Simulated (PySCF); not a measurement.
# Working out the ionisation energy of Fe

Fe [Ar] 3d6 4s2 (5D) → Fe+ [Ar] 3d6 4s1 (6D). All numbers are calculated (PySCF 2.14, no relativity, point nucleus, in aug-cc-pVDZ (7s6p4d2f, 59 functions)). Frozen: [Ar]. Energies in hartree (1 hartree = 27.21139 eV):

| part | Fe (lower) | Fe+ (upper) |
| --- | --- | --- |
| UHF | -1262.451471 | -1262.217411 |
| MP2 opposite-spin | -0.082738 | -0.046469 |
| MP2 same-spin | -0.074018 | -0.072640 |

Q: What does Hartree-Fock give?

A: (-1262.217411) − (-1262.451471) = 0.234060 hartree = 6.369 eV.

Q: What do MP2 and SCS-MP2 (6/5 opposite-spin, 1/3 same-spin) give?

A: The opposite-spin parts differ by 0.987 eV and the same-spin parts by 0.037 eV. MP2: 6.369 + (0.987) + (0.037) = 7.393 eV. SCS-MP2: 6.369 + 1.2 × (0.987) + (0.037)/3 = 7.566 eV.

Measured between the centres of the two terms (NIST): 7.904 eV, so MP2 (valence) is off by -0.511 eV.

The calculation is non-relativistic.

A double-zeta basis recovers only part of the correlation energy.

What remains against the reference includes basis incompleteness, the frozen core and correlation beyond second order.
